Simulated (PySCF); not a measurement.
Working out the ionisation energy of Sn⁺

Sn⁺ [Kr] 4d10 5s2 5p1 (2P) → Sn²⁺ [Kr] 4d10 5s2 (1S). All numbers are calculated (PySCF 2.14, scalar relativity through the core potential, in def2-TZVP with the def2 core potential (28 electrons) (6s5p3d2f, 50 functions)). Frozen: 4s2 4p6 4d10. Energies in hartree (1 hartree = 27.21139 eV):

```csv
part,Sn⁺ (lower),Sn²⁺ (upper)
UHF,-213.088035,-212.582715
CCSD correlation,-0.044011,-0.034501
(T),-0.000653,0.000000
```

Task: What does Hartree-Fock give?

Result: (-212.582715) − (-213.088035) = 0.505320 hartree = 13.750 eV.

Task: What do CCSD and CCSD(T) give?

Result: The CCSD correlation energies differ by 0.009510 hartree = 0.259 eV and the triples by 0.000653 hartree = 0.018 eV, so CCSD gives 14.009 eV and CCSD(T) 14.027 eV.

Measured between the centres of the two terms (NIST): 14.282 eV, so CCSD(T) (valence) is off by -0.255 eV.

What remains against the reference includes basis incompleteness, the frozen core and higher excitations.
